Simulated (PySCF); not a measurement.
KF, SMILES [F][K]. Atoms are numbered in the order given.

```xyz
2

K      0.0000     0.0000    -0.7119
F      0.0000     0.0000     1.5029
```

Coordinates come from a PBE-D3(BJ)/def2-TZVPD optimisation.

All values below come from PySCF with IEF-PCM-B3LYP/def2-TZVPD.

The values are the electrostatic part of the solvation free energy, E(continuum) − E(gas) at the gas-phase geometry, in a cavity of scaled van der Waals radii (PySCF's table); cavitation and dispersion terms are not included. A continuum can't describe solvent molecules that bind to the metal. In vacuum the orbital gap is 4.79 eV. The dipole moment in vacuum is 8.78 D.

```
solvent                    ε  ΔG(elec) (kcal/mol)  dipole (D)  gap (eV)
---------------------  -----  -------------------  ----------  --------
water                  78.36                -19.8        9.67      6.94
N,N-dimethylformamide  37.22                -19.3        9.66      6.89
ethanol                24.85                -18.9        9.64      6.85
```
